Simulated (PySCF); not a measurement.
**UHF on W+ (tungsten, charge +1)**

Configuration: [Xe] 4f14 5d3 6s1 7s1, high-spin 6F determinant (an excited configuration). All numbers are calculated (PySCF 2.14, a scalar-relativistic core potential, in aug-cc-pVTZ-PP with one added diffuse shell each of s, p, d, f, g type with ECP60MDF (7s7p6d4f3g, 113 functions)).

* Total energy: -66.093348 hartree
* One-electron energy: -105.9593 hartree
* Hartree (Coulomb) energy: 46.4232 hartree
* Exchange energy: -6.5572 hartree
* ⟨S²⟩: 8.7553
* ⟨L²⟩: 12.046
* Sum of ⟨r⟩: 25.20 bohr
* Sum of ⟨r²⟩: 90.27 bohr²

| shell | electrons | mean orbital energy (hartree) | rms radius, mean of both spins (bohr) |
| --- | --- | --- | --- |
| 5s α | 1 | -4.02887 | 1.15 |
| 5s β | 1 | -3.88497 | 1.15 |
| 5p α | 3 | -2.54821 | 1.34 |
| 5p β | 3 | -2.34686 | 1.34 |
| 5d α | 3 | -0.89389 | 1.95 |
| 6s α | 1 | -0.72004 | 2.94 |
| 7s α | 1 | -0.22661 | 7.53 |

Energies and moments cover only the electrons outside the core potential. Spin-orbit coupling, absent here, splits the open shell strongly. The outer electron is Rydberg-like, and this basis confines it to a smaller radius and binds it less than a complete one would.
